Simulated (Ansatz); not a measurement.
Geometry optimisation, Ansatz 0.2.0, RHF/def2-mTZVP.

Input file:

```yaml
crystal:
  periodic: [false, false, false]
  atoms:
    - { symbol: "N", position_ang: [-0.4731, -0.0698, -0.7616] }
    - { symbol: B, position_ang: [0.2609, 0.0801, 0.5221] }
    - { symbol: Br, position_ang: [-0.264, 1.4682, 1.864] }
    - { symbol: H, position_ang: [-0.8146, -0.9906, -0.8299] }
    - { symbol: H, position_ang: [0.1645, 0.0813, -1.5722] }
    - { symbol: H, position_ang: [1.1684, -0.6332, 0.7313] }
basis:
  gaussian: { orbitals: def2-mTZVP }
hamiltonian:
  xc: hf
relax:
  f_tol: 0.015
  max_steps: 40
output:
  orbitals: {}
```

Launched with:

```bash
$ ansatz run input.yaml --threads 1 --pin off --max-ram 2048MiB --backend cpu --events-out ev --progress --plain --runs-dir out
```

Problem. Where does it end, and by what steps?

Solution. The run converged. After 11 steps the energy has fallen by 1.305 eV; H5 moved furthest, 0.99 Å.

| step | energy less start (eV) | largest force component (eV/Å) | accepted |
| --- | --- | --- | --- |
| 0 | 0.0000 | 1.652 | yes |
| 1 | -0.1593 | 0.794 | yes |
| 2 | -0.1908 | 0.461 | yes |
| 3 | -0.2875 | 1.753 | yes |
| 4 | -0.4477 | 2.529 | yes |
| 5 | -0.8769 | 2.346 | yes |
| 6 | -1.1885 | 0.990 | yes |
| 7 | -1.2202 | 1.116 | yes |
| 8 | -1.2519 | 1.092 | yes |
| 9 | -1.3032 | 0.184 | yes |
| 10 | -1.3045 | 0.024 | yes |
| 11 | -1.3045 | 0.004 | yes |

```xyz
6
Properties=species:S:1:pos:R:3
N -0.238 -0.215 -0.723
B 0.255 -0.048 0.551
Br 0.124 1.700 1.420
H -0.190 -1.089 -1.198
H -0.670 0.511 -1.249
H 0.761 -0.923 1.154
```

Whether the end is a true minimum wasn't checked by a vibrational analysis.

Run time: 23 s on 1 thread of AMD EPYC 7R43 64-Core Processor (Zen 3), with other jobs on the host, peak memory 0.16 GiB.
